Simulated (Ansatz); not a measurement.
A structure relaxed at PBE-D4/def2-SVP in Ansatz, charge 0, singlet:

Cartesian coordinates in Å:
```
Mg 1.562 1.890 -0.172
Mg -0.926 0.282 -1.193
Mg 0.795 -0.532 1.288
Mg -2.296 -2.077 -0.370
O -0.220 -1.498 -0.180
O -1.162 -0.628 0.762
O 0.206 1.737 -1.410
O 2.041 0.826 1.275
```

Task: Give its formula and point group.

Result: the cluster Mg₄O₄. Point group Cs (tolerance 0.1 Å).

Task: Summarise the bond lengths by kind (pairs closer than 1.2 times the sum of covalent radii, bridged metal pairs left out).

Result: 10 × Mg–O 1.84 to 2.17 Å.

The restricted singlet is unstable towards broken spin symmetry at other levels; at PBE-D4/def2-SVP this wasn't settled. Another isomer (singlet) lies 3.93 eV lower at PBE0-D4/def2-TZVP; other spin states weren't run for this one.
